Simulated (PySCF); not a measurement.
# Cr²⁺ (chromium, charge +2) across methods

[Ar] 3d3 4p1, one real determinant (an excited configuration). Calculation: PySCF 2.14, in ANO-RCC-VTZP (6s5p3d2f1g, 59 functions); the spin-free X2C one-electron Hamiltonian (Gaussian nucleus).

```
   method  E (hartree)  mean ε 3p β (eV)  mean ε 3d α (eV)  mean ε 4p α (eV)  Σ⟨r²⟩ (bohr²)   ⟨S²⟩
   r2SCAN    -1049.446           -72.839           -31.989           -16.628          24.19  6.001
      UHF  -1048.47097           -82.426           -40.924           -18.625          24.74  6.002
      LDA    -1047.113           -72.015           -31.280           -16.647          24.12  6.000
     PBE0    -1049.269           -74.950           -33.859           -17.207          24.24  6.001
    HSE06    -1049.290           -74.539           -33.410           -16.845          24.24  6.001
BHandHLYP    -1049.476           -77.730           -36.331           -17.642          24.30  6.001
      PBE    -1049.231           -71.942           -31.265           -16.592          24.19  6.000
```

Estimate the same row for PBEsol.

E (hartree) = -1048.139; mean ε 3p β (eV) = -71.858; mean ε 3d α (eV) = -31.182; mean ε 4p α (eV) = -16.564; Σ⟨r²⟩ (bohr²) = 24.16; ⟨S²⟩ = 6.000.

⟨L²⟩ = 14.01 against 20 for a pure G term, so this real determinant mixes terms.
